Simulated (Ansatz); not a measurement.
Computed with Ansatz on PBE0-D4/def2-TZVP structures; ΔE is electronic, products minus reactants. CCSD(T)/CBS is the MP2 limit (def2-TZVPP, def2-QZVPP) plus CCSD(T) − MP2 in def2-TZVPP, frozen cores. This one scheme is used for every species. Functionals use def2-TZVPP. B3LYP here is the variant with VWN-RPA as its local correlation; programs differ in this. Each species was taken in one conformer, which may not be the lowest.

`O[SiH2]C[Si](O)(Cl)Cl` + ethylene → `C=C[Si](O)(Cl)Cl` + `C[SiH2]O`  (formal exchange of groups at the Si–C bond)

`O[SiH2]C[Si](O)(Cl)Cl`:

```xyz
13

O     2.238    0.298   -0.242
Si    1.057    1.340    0.219
C    -0.606    0.780   -0.465
Si   -1.098   -0.905    0.060
O     0.226   -1.863   -0.071
Cl   -1.752   -0.913    1.999
Cl   -2.607   -1.696   -1.074
H     1.997   -0.633   -0.182
H     0.938    1.445    1.698
H     1.414    2.666   -0.341
H    -1.386    1.484   -0.156
H    -0.555    0.798   -1.559
H     0.131   -2.800    0.113
```

`C=C`:

Cartesian coordinates in Å:
```
C -0.632 -0.035 -0.193
C 0.632 0.035 0.193
H -1.104 -0.982 -0.429
H -1.247 0.853 -0.288
H 1.104 0.982 0.429
H 1.247 -0.853 0.288
```

`C=C[Si](O)(Cl)Cl`:

Z-matrix (Å, degrees):
```
Si
C 1 1.833
Cl 1 2.049 2 110.8
O 1 1.625 2 108.2 3 -121.3
Cl 1 2.049 2 110.8 3 117.4
C 2 1.330 1 122.2 3 121.2
H 2 1.087 1 118.2 3 -58.7
H 4 0.959 1 118.7 2 179.6
H 6 1.085 2 121.6 1 0.0
H 6 1.086 2 121.7 1 -180.0
```

`C[SiH2]O`:

```xyz
9

C     0.879   -0.692   -0.354
Si   -0.665    0.334   -0.162
O    -1.033    0.639    1.418
H     1.060   -0.909   -1.411
H     0.786   -1.642    0.177
H     1.757   -0.168    0.033
H    -1.843   -0.393   -0.696
H    -0.492    1.612   -0.913
H    -0.449    1.219    1.908
```

```csv
level,ΔE (kJ/mol),difference from CCSD(T)/CBS
r2SCAN-D4,17.8,-1.1
PBE0-D4,19.1,0.2
ωB97X-V,18.6,-0.3
B2PLYP,13.7,-5.2
PBE,13.2,-5.7
r2SCAN,16.3,-2.6
PBE0,14.5,-4.4
B3LYP,9.9,-9.0
HF/def2-TZVPP,8.1,-10.8
MP2/def2-TZVPP,19.2,0.3
SCS-MP2/def2-TZVPP,16.3,-2.6
CCSD/def2-TZVPP,17.9,-1.0
CCSD(T)/def2-TZVPP,19.4,0.5
HF/def2-QZVPP,7.4,-11.5
SCS-MP2/def2-QZVPP,15.7,-3.2
CCSD/CBS(def2),17.4,-1.5
CCSD(T)/CBS,18.9,0
```

Largest T1 diagnostic among the species: 0.011.

In def2-TZVPP, CCSD(T) changes the Hartree–Fock value by +11.3 kJ/mol (the triples alone add +1.5 kJ/mol) and MP2 by +11.1 kJ/mol. The D4 term adds +7.9 kJ/mol with B3LYP and +4.6 kJ/mol with PBE0; it sums over pairs of atoms, weighted by their polarisabilities, and B3LYP, whose exchange is more repulsive, gets the larger term.
